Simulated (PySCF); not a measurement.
# Dipole moment and polarisability of `CO[C@@H]1CO[S@@](=O)O1`

C3H6O4S.
Cartesian coordinates in Å at the GFN2-xTB level; atoms count from 1:
```
atom  x, y, z in Å
C1     2.1282   -0.3566    0.2782
O2     0.9296    0.3411    0.5648
C3    -0.0194    0.2775   -0.4556
C4    -1.2062    1.1754   -0.0218
O5    -2.2150    0.3280    0.4304
S6    -1.6882   -1.2551    0.5857
O7    -2.6870   -2.1230    0.0636
O8    -0.5242   -1.0004   -0.6185
H9     1.9303   -1.4148    0.0888
H10    2.6263    0.0795   -0.5939
H11    2.7577   -0.2466    1.1573
H12    0.4218    0.5887   -1.4167
H13   -1.5885    1.7638   -0.8613
H14   -0.8660    1.8420    0.7769
```

Level: wB97X-D/def2-SVPD (PySCF), static field, nuclei fixed, core orbitals frozen in the response. The polarisability tensor in these axes (au):

```
x   77.80  6.39 -1.88
y    6.39 72.43 -2.62
z   -1.88 -2.62 57.94
```

Q: Diagonalise the tensor; give its mean and Δα, where Δα² is half the sum of the squared differences of the eigenvalues.

A: Principal values 57.45, 68.30 and 82.42 au; mean 69.39 au = 10.28 Å³ = 11.44 × 10⁻⁴⁰ C²·m²/J; Δα = 21.69 au (31 % of the mean).

Q: What is the dipole moment, and where does it point?

A: (3.46, 2.37, -0.35) D, 4.21 D in size, pointing from the negative to the positive side. Measured along this direction, the outermost atoms are O7 at the negative end and H10 at the positive end.

Q: What would n − 1 = 2πNα be for an ideal gas of these molecules at 273.15 K and 1 atm, electronic part alone?

A: N = p/kT = 2.6868 × 10¹⁹ cm⁻³, so n − 1 = 2π × N × 10.28 × 10⁻²⁴ cm³ = 1736 × 10⁻⁶ at long wavelengths, for an ideal gas.

Q: Estimate the molar refractivity from the static electronic polarisability.

A: Lorentz–Lorenz: R = (4π/3)N_A α = 2.5225 cm³/(mol·Å³) × 10.28 Å³ = 25.9 cm³/mol, in the limit of long wavelengths.

Q: Give the principal axes and the span of the nuclei along them.

A: Largest value along (0.82, 0.56, -0.12), where the nuclei span 5.67 Å; middle along (-0.57, 0.82, -0.10), 4.69 Å; least along (0.04, 0.15, 0.99), 2.51 Å. The response follows the extents in order.

Q: Find the Langevin capture rate constant for NO+ (29.998 u) meeting this molecule (137.999 u), k = 2.342 × 10⁻⁹ cm³/s × √(α in Å³ / reduced mass in u).

A: The reduced mass is 24.64 u, so k = 1.51 × 10⁻⁹ cm³/s. The formula leaves out the permanent dipole, which adds to the capture rate.

Isolated species at its GFN2-xTB geometry (one conformer only).
